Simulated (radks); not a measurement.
Values are calculated unless marked as measured or tabulated.
The fluorine ion F3.25+, 5.75 electrons, occupied as [He] 2s2 2p(up 1, down 0.75) (fractional occupations, a model configuration).

Code: a radial shooting solver on a logarithmic mesh with Libxc functionals. Model: scalar-relativistic Kohn-Sham, r2SCAN, spin-polarised, spherical densities, finite nucleus; meta-GGA in the generalised Kohn-Sham scheme; Fermi nuclear charge, rms radius 2.8976 fm.

Energy parts (hartree):
| part | energy |
|---|---|
| total | -94.69207 |
| kinetic | 94.71129 |
| electron-nucleus | -210.82031 |
| Hartree | 29.60431 |
| exchange-correlation | -8.18735 |

Orbitals (lengths in bohr, moments of r in powers of bohr; <r^-3> diverges for s and p1/2; r(max) is where P^2 peaks):
| orbital | occ. | eigenvalue (hartree) | <r^-3> | <r> | r(max) | <r^2> |
|---|---|---|---|---|---|---|
| 1s up | 1 | -27.80821 | - | 0.1757 | 0.1143 | 0.04164 |
| 1s down | 1 | -27.79386 | - | 0.1756 | 0.1143 | 0.04158 |
| 2s up | 1 | -3.64953 | - | 0.8649 | 0.7121 | 0.8831 |
| 2s down | 1 | -3.61549 | - | 0.8679 | 0.7137 | 0.8893 |
| 2p up | 1 | -2.92314 | 12.31 | 0.8146 | 0.6216 | 0.8169 |
| 2p down | 0.75 | -2.88453 | 12.20 | 0.8188 | 0.6244 | 0.8258 |

The highest occupied level is 2p down at -78.492 eV. Spin moment in Bohr magnetons: 0.25.
